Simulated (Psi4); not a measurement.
ClTl (SMILES [Cl][Tl]), singlet, at a GFN2-xTB geometry (such geometries of metal compounds can be far from the true shape) (core potentials on Tl); PBE0/def2-SVP run with Psi4.

Here is a job for Psi4.
```
memory 2 GB

molecule mol {
0 1
Tl   -0.000000   -0.000000   -0.449804
Cl    0.000000    0.000000    2.143186
}

set {
  basis def2-svp
  reference rks
  scf_type pk
  puream true
  d_convergence 1e-8
  dft_radial_points 99
  dft_spherical_points 590
}

energy('pbe0')
print_variables()
```

**Question.** Predict the main parts of the log of this Psi4 run.

**Answer.** 
```
   => Loading Basis Set <=

    Name: DEF2-SVP
    Role: ORBITAL
    Keyword: BASIS

    !!!  WARNING: ECP capability is in beta. Please check occupations closely.  !!!

         ---------------------------------------------------------
                                   SCF
               by Justin Turney, Rob Parrish, Andy Simmonett
                          and Daniel G. A. Smith
                              RKS Reference
         ---------------------------------------------------------

  ==> Geometry <==

    Molecular point group: c2v
    Full point group: C_inf_v

    Geometry (in Angstrom), charge = 0, multiplicity = 1:

       Center              X                  Y                   Z               Mass
    ------------   -----------------  -----------------  -----------------  -----------------
         TL           0.000000000000     0.000000000000    -0.377897164420   204.974427800000
         CL           0.000000000000     0.000000000000     2.215092835580    34.968852682000

  Running in c2v symmetry.

  Rotational constants: A = ************  B =      0.08393  C =      0.08393 [cm^-1]
  Rotational constants: A = ************  B =   2516.18774  C =   2516.18774 [MHz]
  Nuclear repulsion =   72.856534043397787

  Charge       = 0
  Multiplicity = 1
  Electrons    = 38
  Nalpha       = 19
  Nbeta        = 19

  ==> Algorithm <==

  SCF Algorithm Type is PK.
  DIIS enabled.
  MOM disabled.
  Fractional occupation disabled.
  Guess Type is SAD.
  Energy threshold   = 1.00e-06
  Density threshold  = 1.00e-08
  Integral threshold = 1.00e-12

  ==> Primary Basis <==

  Basis Set: DEF2-SVP
    Blend: DEF2-SVP
    Number of shells: 18
    Number of basis functions: 44
    Number of Cartesian functions: 47
    Spherical Harmonics?: true
    Max angular momentum: 2

  Core potential: DEF2-SVP
    Number of shells: 4
    Number of ECP primitives: 26
    Number of ECP core electrons: 60
    Max angular momentum: 3

  ==> DFT Potential <==

   => LibXC <=

    Version 7.1.2
    S. Lehtola, C. Steigemann, M. J. T. Oliveira, and M. A. L. Marques,  SoftwareX 7, 1–5 (2018) (10.1016/j.softx.2017.11.002)

   => Composite Functional: PBE0 <=

    PBE0 Hyb-GGA Exchange-Correlation Functional

    C. Adamo and V. Barone,  J. Chem. Phys. 110, 6158 (1999) (10.1063/1.478522)
    M. Ernzerhof and G. E. Scuseria,  J. Chem. Phys. 110, 5029 (1999) (10.1063/1.478401)

    Deriv               =              1
    GGA                 =           TRUE
    Meta                =          FALSE

    Exchange Hybrid     =           TRUE
    MP2 Hybrid          =          FALSE

   => Exchange Functionals <=

    0.7500   Perdew, Burke & Ernzerhof

   => Exact (HF) Exchange <=

    0.2500               HF

   => Correlation Functionals <=

    1.0000   Perdew, Burke & Ernzerhof

   => LibXC Density Thresholds  <==

    XC_HYB_GGA_XC_PBEH:  1.00E-15

   => Molecular Quadrature <=

    Radial Scheme          =       TREUTLER
    Pruning Scheme         =           NONE
    Nuclear Scheme         =       TREUTLER

    Blocking Scheme        =         OCTREE
    BS radius alpha        =              1
    Pruning alpha          =              1
    Radial Points          =             99
    Spherical Points       =            590
    Total Points           =         106562
    Total Blocks           =            932
    Max Points             =            255
    Max Functions          =             44
    Weights Tolerance      =       1.00E-15

  ==> Integral Setup <==

  Using in-core PK algorithm.
   Calculation information:
      Number of atoms:                   2
      Number of AO shells:              18
      Number of primitives:             41
      Number of atomic orbitals:        47
      Number of basis functions:        44

      Integral cutoff                 1.00e-12
      Number of threads:                 1

  Performing in-core PK
  Using 981090 doubles for integral storage.
  We computed 14143 shell quartets total.
  Whereas there are 14706 unique shell quartets.

  ==> DiskJK: Disk-Based J/K Matrices <==

    J tasked:                  Yes
    K tasked:                  Yes
    wK tasked:                  No
    Schwarz Cutoff:          1E-12

  Minimum eigenvalue in the overlap matrix is 3.6366323679E-02.
  Reciprocal condition number of the overlap matrix is 1.2048857635E-02.
    Using symmetric orthogonalization.

  ==> Pre-Iterations <==

  SCF Guess: Superposition of Atomic Densities via on-the-fly atomic UHF (no occupation information).

   -------------------------
    Irrep   Nso     Nmo
   -------------------------
     A1        21      21
     A2         3       3
     B1        10      10
     B2        10      10
   -------------------------
    Total      44      44
   -------------------------

  ==> Iterations <==

                        Total Energy        Delta E     RMS |[F,P]|

   @RKS iter SAD:  -631.31467013637280   -6.31315e+02   0.00000e+00
   @RKS iter   1:  -632.42346457335657   -1.10879e+00   1.30096e-02 ADIIS/DIIS
   @RKS iter   2:  -632.36623402777673    5.72305e-02   1.67832e-02 ADIIS/DIIS
   @RKS iter   3:  -632.48652088346671   -1.20287e-01   3.48919e-03 ADIIS/DIIS
   @RKS iter   4:  -632.49194363092795   -5.42275e-03   4.31523e-04 ADIIS/DIIS
   @RKS iter   5:  -632.49200054529717   -5.69144e-05   1.26444e-04 ADIIS/DIIS
   @RKS iter   6:  -632.49200883864398   -8.29335e-06   2.48088e-05 DIIS
   @RKS iter   7:  -632.49200916999700   -3.31353e-07   3.68236e-06 DIIS
   @RKS iter   8:  -632.49200917658300   -6.58599e-09   6.49555e-07 DIIS
   @RKS iter   9:  -632.49200917683822   -2.55227e-10   1.14165e-07 DIIS
   @RKS iter  10:  -632.49200917684618   -7.95808e-12   4.11708e-09 DIIS
  Energy and wave function converged.

  ==> Post-Iterations <==

   Electrons on quadrature grid:
      Ntotal   =   38.0000010822 ; deviation = 1.082e-06

    Orbital Energies [Eh]
    ---------------------

    Doubly Occupied:

       1A1  -101.600783     2A1    -9.449838     3A1    -7.186805
       1B2    -7.183915     1B1    -7.183915     4A1    -5.064889
       2B1    -3.031358     2B2    -3.031358     5A1    -3.024102
       6A1    -0.751384     1A2    -0.672902     7A1    -0.672902
       3B1    -0.666347     3B2    -0.666347     8A1    -0.659667
       9A1    -0.413907     4B1    -0.270280     4B2    -0.270280
      10A1    -0.266754

    Virtual:

       5B2    -0.064413     5B1    -0.064413    11A1    -0.001438
      12A1     0.156678     6B2     0.181216     6B1     0.181216
      13A1     0.189802     2A2     0.314620    14A1     0.314620
       7B2     0.325739     7B1     0.325739    15A1     0.415583
      16A1     0.675066    17A1     0.861537     3A2     0.861537
       8B2     0.875382     8B1     0.875382    18A1     0.890940
       9B2     1.008566     9B1     1.008566    19A1     1.217674
      10B1    18.778250    10B2    18.778250    20A1    19.193827
      21A1    56.731128

    Final Occupation by Irrep:
             A1    A2    B1    B2
    DOCC [    10,    1,    4,    4 ]
    NA   [    10,    1,    4,    4 ]
    NB   [    10,    1,    4,    4 ]

  @RKS Final Energy:  -632.49200917684618

   => Energetics <=

    Nuclear Repulsion Energy =             72.8565340433977866
    One-Electron Energy =               -1083.5365123560836764
    Two-Electron Energy =                 410.8973195986133078
    DFT Exchange-Correlation Energy =     -32.7093504627736422
    Empirical Dispersion Energy =           0.0000000000000000
    VV10 Nonlocal Energy =                  0.0000000000000000
    Total Energy =                       -632.4920091768461816

Computation Completed

Properties will be evaluated at   0.000000,   0.000000,   0.000000 [a0]

Properties computed using the SCF density matrix

 Multipole Moments:

 ------------------------------------------------------------------------------------
     Multipole            Electronic (a.u.)      Nuclear  (a.u.)        Total (a.u.)
 ------------------------------------------------------------------------------------

 L = 1.  Multiply by 2.5417464519 to convert [e a0] to [Debye]
 Dipole X            :          0.0000000            0.0000000            0.0000000
 Dipole Y            :          0.0000000            0.0000000            0.0000000
 Dipole Z            :        -57.9895473           56.1640546           -1.8254927
 Magnitude           :                                                    1.8254927

 ------------------------------------------------------------------------------------

  Variable Map:
  ----------------------------------------------------------------------------
  "CURRENT ENERGY"              =>    -632.492009176846
  "CURRENT REFERENCE ENERGY"    =>    -632.492009176846
  "DD SOLVATION ENERGY"         =>       0.000000000000
  "DFT FUNCTIONAL TOTAL ENERGY" =>    -632.492009176846
  "DFT TOTAL ENERGY"            =>    -632.492009176846
  "DFT VV10 ENERGY"             =>       0.000000000000
  "DFT XC ENERGY"               =>     -32.709350462774
  "GRID ELECTRONS ALPHA"        =>      19.000000541124
  "GRID ELECTRONS BETA"         =>      19.000000541124
  "GRID ELECTRONS TOTAL"        =>      38.000001082249
  "NUCLEAR REPULSION ENERGY"    =>      72.856534043398
  "ONE-ELECTRON ENERGY"         =>   -1083.536512356084
  "PCM POLARIZATION ENERGY"     =>       0.000000000000
  "PE ENERGY"                   =>       0.000000000000
  "SCF ITERATION ENERGY"        =>    -632.492009176846
  "SCF ITERATIONS"              =>      10.000000000000
  "SCF TOTAL ENERGY"            =>    -632.492009176846
  "TWO-ELECTRON ENERGY"         =>     410.897319598613
  "XC GRID RADIAL POINTS"       =>      99.000000000000
  "XC GRID SPHERICAL POINTS"    =>     590.000000000000
  "XC GRID TOTAL POINTS"        =>  106562.000000000000

  Array Variable Map:
  ----------------------------------------------------------------------------
  "CURRENT DIPOLE"              =>       0.000000000000 ... -1.825492698752 1 by 3
  "SCF DIPOLE"                  =>       0.000000000000 ... -1.825492698752 1 by 3
  "SCF TOTAL ENERGIES"          =>    -631.314670136373 ... -632.492009176846 1 by 11
```
